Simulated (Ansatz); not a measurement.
`CBI` + `BBCC` → `BBCBI` + ethane at 400 K and 1 bar (formal exchange of groups at a B–C bond).

Isolated molecules relaxed with PBE0-D4/def2-TZVP in Ansatz; ΔE leaves out vibrations. CBS: MP2 limit from def2 TZ/QZ plus the TZ coupled-cluster correction, frozen cores. This one scheme is used for every species. def2 core potentials past Kr. For I outer-core shells are correlated without core-valence functions, which leaves a few kJ/mol of doubt a bond. Each species was taken in one conformer, which may not be the lowest.

| species | CCSD(T)/CBS energy (Eh) | H − E (kJ/mol) | S (J/(mol·K)) |
| --- | --- | --- | --- |
| `CBI` | -362.71826 | 150.4 | 329.0 |
| `BBCC` | -130.45894 | 283.6 | 356.7 |
| `BBCBI` | -413.46607 | 223.7 | 412.0 |
| `CC` | -79.71954 | 213.5 | 244.3 |

H − E and S are ideal-gas, rigid-rotor, harmonic terms from PBE0-D4/def2-TZVP, for one conformer and one mirror image of each species. 1 Eh = 2625.50 kJ/mol, R = 8.31446 J/(mol·K).

By hand: ΔE, ΔH, ΔS and ΔG.

ΔE = (-413.46607) + (-79.71954) − (-362.71826) − (-130.45894) = -0.00841 Eh = -22.1 kJ/mol. Δ(H − E) = 223.7 + 213.5 − 150.4 − 283.6 = 3.2, so ΔH = -18.9 kJ/mol. ΔS = 412.0 + 244.3 − 329.0 − 356.7 = -29.4 J/(mol·K). ΔG = -18.9 − 400 × (-29.4)/1000 = -7.1 kJ/mol.

By hand: the equilibrium constant, and the temperature at which ΔG would vanish if ΔH and ΔS stayed fixed.

log₁₀ K = −ΔG/(RT ln 10) = 0.9. ΔG = 0 at ΔH/ΔS = 643 K.

TΔS isn't small against ΔH here. A doubt of 5 kJ/mol in ΔE shifts log₁₀ K by 0.7 here. Other conformers and mirror images would add mixing entropy, several J/(mol·K) or more a flexible species. Modes under 60 cm⁻¹, often nearly free rotors, make the harmonic entropy too high. These are equilibria of isolated gas molecules and say nothing of rates. Largest T1 diagnostic: 0.012 (customary marks: 0.02 for closed shells, 0.045 for open ones).
